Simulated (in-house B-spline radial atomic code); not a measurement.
Whole-atom quantities along the 53-electron series, configuration [Kr] 4d10 5s2 5p5. Computed with a radial B-spline atomic code at the basis-set limit: non-relativistic Hartree-Fock, average of the configuration, point nuclei.

This level leaves out relativity, spin-orbit splitting included, which matters for heavy ions.

```
 ion   Z  E/Z² (Eh)  Σ<r²> (bohr²)  n(0)/Z³ (bohr⁻³)  Lamb diamagnetic shielding (ppm)  repulsion over attraction
   I  53    -2.4628         63.456           0.70566                           5501.72                    0.15774
 Xe+  54      -2.48         52.493           0.70634                           5635.81                    0.15641
Cs2+  55    -2.4969         45.106           0.70701                            5769.4                    0.15499
Ba3+  56          ?              ?                 ?                                 ?                          ?
La4+  57          ?              ?                 ?                                 ?                          ?
Ce5+  58    -2.5451         31.911           0.70891                           6168.46                    0.15043
```

(1) Fill in the row of Ba3+.

(2) Fill in the row of La4+.

(3) With what power of Z does the column «Σ<r²> (bohr²)» change over this range?

## Answers

(1) E/Z² (Eh): -2.5133; Σ<r²> (bohr²): 39.64; n(0)/Z³ (bohr⁻³): 0.70766; Lamb diamagnetic shielding (ppm): 5902.66; repulsion over attraction: 0.1535.

(2) E/Z² (Eh): -2.5294; Σ<r²> (bohr²): 35.369; n(0)/Z³ (bohr⁻³): 0.70829; Lamb diamagnetic shielding (ppm): 6035.66; repulsion over attraction: 0.15198.

(3) A fit of the logarithm of its size against log Z from Z = 53 to 58 has slope -7.54. Unscreened non-relativistic hydrogenic orbitals would give -2.
